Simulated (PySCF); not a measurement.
Basis and Hamiltonian dependence of the excitation energy of Cu

Cu [Ar] 3d10 4s1 (2S) → Cu [Ar] 3d10 4d1 (2D). Calculated with PySCF 2.14 from differences of total energies of unrestricted determinants, without spin-orbit coupling. Values in eV.

```tsv
basis	Hamiltonian	functions	UHF	LDA	PBE0	MP2 (valence)
x2c-TZVPPall with one added diffuse shell each of s, p, d, f type	spin-free X2C	80	5.332	6.943	6.268	6.361
aug-cc-pVTZ-PP with one added diffuse shell each of s, p, d, f, g type with ECP10MDF	ECP	113	5.216	6.861	6.151	6.280
aug-cc-pVQZ-PP with ECP10MDF	ECP	135	5.882	7.343	6.639	6.929
aug-cc-pwCVTZ-DK with one added diffuse shell each of s, p, d, f, g type	spin-free X2C	152	5.242	6.877	6.197	6.321
```

Frozen in the all-electron rows: valence: [Ar]; with a core potential, the same shells as far as they lie outside it.

At MP2 (valence), aug-cc-pVQZ-PP with ECP10MDF lies more than 0.3 eV from the median of the rows with comparable relativity.

Reference for a calculation without spin-orbit coupling: 6.192 eV (measured, between term centres; NIST).
